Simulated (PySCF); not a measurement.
# Working out the excitation energy of Cl⁺

Cl⁺ [Ne] 3s2 3p4 (3P) → Cl⁺ [Ne] 3s1 3p5 (3P). All numbers are calculated (PySCF 2.14, the spin-free X2C one-electron Hamiltonian (Gaussian nucleus), in x2c-TZVPPall with one added diffuse shell each of s, p, d type (6s6p4d1f, 51 functions)). Frozen: [Ne]. Energies in hartree (1 hartree = 27.21139 eV):

| part | Cl⁺ (lower) | Cl⁺ (upper) |
| --- | --- | --- |
| UHF | -460.456209 | -459.924189 |
| CCSD correlation | -0.149032 | -0.239255 |
| (T) | -0.004416 | -0.019735 |

Question: What does Hartree-Fock give?

Answer: (-459.924189) − (-460.456209) = 0.532020 hartree = 14.477 eV.

Question: What do CCSD and CCSD(T) give?

Answer: The CCSD correlation energies differ by -0.090223 hartree = -2.455 eV and the triples by -0.015319 hartree = -0.417 eV, so CCSD gives 12.022 eV and CCSD(T) 11.605 eV.

Measured between the centres of the two terms (NIST): 11.573 eV, so CCSD(T) (valence) is off by 0.032 eV.

The coupled-cluster amplitudes are large, so a single reference is strained.

What remains against the reference includes basis incompleteness, the frozen core and higher excitations.
